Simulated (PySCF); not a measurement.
A GIAO shielding run with PySCF 2.14.0 with density-fitted response routines (density fitting, non-relativistic, gas phase) on SMILES CCc1c[p-]cc1[SiH3], [C₆H₁₀PSi]-:

```
{"job": {"kind": "nmr", "xc": "PBE0", "basis": "pcSseg-1"}, "charge": -1, "multiplicity": 1}
C     -1.823093    -1.029373     0.612173
C     -1.114468    -0.737948    -0.712206
C     -0.288817     0.513770    -0.638128
C     -0.713597     1.725243    -1.130142
P      0.437880     3.020249    -0.883960
C      1.495144     1.892287    -0.101248
C      0.992535     0.592544    -0.037782
Si     1.903822    -0.793174     0.767601
H     -1.088451    -1.165572     1.402314
H     -2.434152    -1.932118     0.543806
H     -2.465606    -0.192952     0.883193
H     -0.477322    -1.591371    -0.967440
H     -1.866882    -0.631296    -1.501882
H     -1.660686     1.881466    -1.631542
H      2.461433     2.182688     0.289628
H      3.336734    -0.491949     0.947372
H      1.866306    -2.071328     0.019538
H      1.430460    -1.164849     2.127049
```

Hardware: 1 thread of an x86-64 server CPU, shared host. The job also computes population analyses, field gradients, ring-centre shieldings.

Question: How large is the calculation?

Answer: 76 electrons, 200 basis functions and 1080 auxiliary functions.

Question: How long does it take?

Answer: 29 s of wall time, with 14 SCF cycles and 5 response iterations. Times on a shared host scatter by some tens of per cent.
